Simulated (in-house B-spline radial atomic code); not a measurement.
RPA and G0W0 for the ruthenium ion Ru³⁺, [Kr] 4d5, highest spin, as one setting changes: the share of exact exchange in the PBE hybrid start. A dash marks a level of low quasi-particle weight. Computed with an all-electron radial atomic-structure program (B-spline basis): all electrons, scalar-relativistic (spin-free one-electron X2C), finite nucleus, each spin shell either full or empty, empty states to l = 9 with an (l + 1/2)⁻⁴ tail; G0W0 by contour deformation at full frequency.

```json
{"share of exact exchange in the PBE hybrid start": "0", "mean-field level (eV)": "-38.90", "G0W0 level (eV)": "4d up -46.05", "RPA correlation (Eh)": "-3.106"}
{"share of exact exchange in the PBE hybrid start": "0.1", "mean-field level (eV)": "-39.71", "G0W0 level (eV)": "4d up -46.13", "RPA correlation (Eh)": "-3.0779"}
{"share of exact exchange in the PBE hybrid start": "0.2", "mean-field level (eV)": "-40.52", "G0W0 level (eV)": "4d up -46.18", "RPA correlation (Eh)": "-3.0508"}
{"share of exact exchange in the PBE hybrid start": "0.3", "mean-field level (eV)": "?", "G0W0 level (eV)": "?", "RPA correlation (Eh)": "?"}
{"share of exact exchange in the PBE hybrid start": "0.4", "mean-field level (eV)": "-42.17", "G0W0 level (eV)": "4d up -46.25", "RPA correlation (Eh)": "-2.9991"}
{"share of exact exchange in the PBE hybrid start": "0.5", "mean-field level (eV)": "-43.00", "G0W0 level (eV)": "4d up -46.27", "RPA correlation (Eh)": "-2.9744"}
{"share of exact exchange in the PBE hybrid start": "0.6", "mean-field level (eV)": "-43.84", "G0W0 level (eV)": "4d up -46.29", "RPA correlation (Eh)": "-2.9503"}
{"share of exact exchange in the PBE hybrid start": "0.7", "mean-field level (eV)": "-44.68", "G0W0 level (eV)": "4d up -46.30", "RPA correlation (Eh)": "-2.927"}
{"share of exact exchange in the PBE hybrid start": "0.8", "mean-field level (eV)": "?", "G0W0 level (eV)": "?", "RPA correlation (Eh)": "?"}
{"share of exact exchange in the PBE hybrid start": "0.9", "mean-field level (eV)": "-46.36", "G0W0 level (eV)": "4d up -46.32", "RPA correlation (Eh)": "-2.8821"}
{"share of exact exchange in the PBE hybrid start": "1", "mean-field level (eV)": "-47.21", "G0W0 level (eV)": "4d up -46.32", "RPA correlation (Eh)": "-2.8605"}
```

Question: What belongs in the row for 0.8?

Answer: mean-field level (eV): -45.52; G0W0 level (eV): 4d up -46.31; RPA correlation (Eh): -2.9042.

Question: What belongs in the row for 0.3?

Answer: mean-field level (eV): -41.35; G0W0 level (eV): 4d up -46.22; RPA correlation (Eh): -3.0246.

Question: At what share of exact exchange does G0W0 leave the highest level unchanged?

Answer: Near 0.89, where the shift changes sign (-0.794 eV at 0.8, +0.048 eV at 0.9).
